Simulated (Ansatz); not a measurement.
Consider the substitution at a C–C bond: `CC1=C(C)CCC1` + `[NH2][Sc]([OH])[OH]` → `C[O][Sc]([NH2])[OH]` + `CC1=CCCC1`.

Program: Ansatz. Geometries: PBE0-D4/def2-TZVP. ΔE: electronic, gas phase. CCSD(T)/CBS adds triple-zeta CCSD(T) − MP2 to the extrapolated MP2 energy (def2 sets, frozen cores). Functionals use def2-TZVPP. B3LYP here is the variant with VWN-RPA as its local correlation; programs differ in this. HSE06 is defined as in plane-wave codes. For Sc outer-core shells are correlated without core-valence functions, which leaves a few kJ/mol of doubt a bond. Scalar relativity is left out up to krypton. Each species was taken in one conformer, which may not be the lowest.

Task: Is it downhill or uphill in electronic energy at CCSD(T)/CBS, and by how much? (Estimate.)

Result: Computed: Uphill: ΔE = +15.6 kcal/mol.

Task: What do these levels give: LDA (SPW92), HSE06-D4, ωB97X-V, BLYP, PBE0, B3LYP, HF/def2-SVP, CCSD/def2-SVP, CCSD(T)/def2-TZVPP, SCS-MP2/def2-QZVPP, MP2/CBS(def2), CCSD/CBS(def2)? (An estimate is asked.)

Result: The calculation gave: LDA (SPW92) 16.1, HSE06-D4 15.3, ωB97X-V 14.7, BLYP 11.6, PBE0 14.6, B3LYP 12.5, HF/def2-SVP 8.9, CCSD/def2-SVP 11.6, CCSD(T)/def2-TZVPP 15.2, SCS-MP2/def2-QZVPP 15.5, MP2/CBS(def2) 17.6, CCSD/CBS(def2) 15.3 kcal/mol.

Largest T1 diagnostic among the species: 0.016.

At CCSD(T), def2-SVP lies −3.8 kcal/mol from the extrapolated value and def2-TZVPP −0.4 kcal/mol. Leaving LDA and LC-ωPBE aside and taking each functional with its dispersion term where it has one, the values, not all of them listed here, spread over 2.3 kcal/mol, from BLYP-D4 to PBE-QIDH. LDA lies +2.3 kcal/mol from PBE without D4. From BLYP to BHLYP (50 % exact exchange), in def2-TZVPP and without D4, ΔE moves by +1.6 kcal/mol.
